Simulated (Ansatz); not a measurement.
`C1=N[SiH2][Te]1` at its PBE0-D4/def2-TZVP geometry, where that method's forces vanish. The species carries charge 0 and has multiplicity 1. Te takes the def2 core potential.

```
atom   x (Å)   y (Å)   z (Å)
  C1  -0.692   1.009   0.501
  N2  -0.002   0.140   1.108
 Si3   0.566  -0.807  -0.266
 Te4  -0.746   0.812  -1.664
  H5  -1.241   1.820   0.990
  H6   0.076  -2.205  -0.245
  H7   2.039  -0.769  -0.424
```

For each bond, give half the difference of the two atoms' forces along it (eV/Å; positive pushes the atoms apart) under PBE-D4, r2SCAN-D4, B3LYP-D4, ωB97M-V in def2-TZVPP. (Estimate.)

The calculation gave: 
```
   bond  length (Å)  PBE-D4  r2SCAN-D4  B3LYP-D4  ωB97M-V
  C1–N2       1.265    0.70       0.25      0.08     0.09
 C1–Te4       2.175    0.16       0.18      0.35    -0.10
  C1–H5       1.094   -0.06      -0.09     -0.24    -0.13
 N2–Si3       1.763    0.19       0.01      0.12     0.09
Si3–Te4       2.509    0.26       0.15      0.38    -0.03
 Si3–H6       1.482    0.04      -0.02     -0.17    -0.15
 Si3–H7       1.482    0.04      -0.02     -0.17    -0.15
```

B3LYP here is the variant with VWN-RPA as its local correlation; programs differ in this.

All numbers were calculated with Ansatz.
